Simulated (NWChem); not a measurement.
System: C3H7Br; SMILES C(C)(Br)C

Computed with NWChem. Pople sets run with spherical d functions. Coordinates come from a PBE0/def2-SVP optimisation. Total energies compare along this basis series because the functional is fixed.

```json
[
 {"level": "B3LYP/STO-3G", "basis functions": "40", "energy (Ha)": "-2663.1240", "highest occupied level (eV)": "-4.49", "orbital gap (eV)": "8.50", "dipole (D)": "1.73"},
 {"level": "B3LYP/3-21G", "basis functions": "63", "energy (Ha)": "-2679.7038", "highest occupied level (eV)": "-6.99", "orbital gap (eV)": "7.49", "dipole (D)": "2.05"},
 {"level": "B3LYP/6-31G*", "basis functions": "88", "energy (Ha)": "-2692.4183", "highest occupied level (eV)": "-7.38", "orbital gap (eV)": "7.42", "dipole (D)": "2.36"},
 {"level": "B3LYP/def2-SVP", "basis functions": "109", "energy (Ha)": "-2692.3286", "highest occupied level (eV)": "-7.31", "orbital gap (eV)": "7.45", "dipole (D)": "2.06"},
 {"level": "B3LYP/def2-SVPD", "basis functions": "157", "energy (Ha)": "-2692.3413", "highest occupied level (eV)": "-7.56", "orbital gap (eV)": "7.18", "dipole (D)": "2.29"},
 {"level": "B3LYP/def2-TZVP", "basis functions": "183", "energy (Ha)": "-2692.7761", "highest occupied level (eV)": "-7.53", "orbital gap (eV)": "7.36", "dipole (D)": "2.26"},
 {"level": "B3LYP/aug-cc-pVTZ", "basis functions": "358", "energy (Ha)": "-2692.8233", "highest occupied level (eV)": "-7.56", "orbital gap (eV)": "7.10", "dipole (D)": "2.29"}
]
```
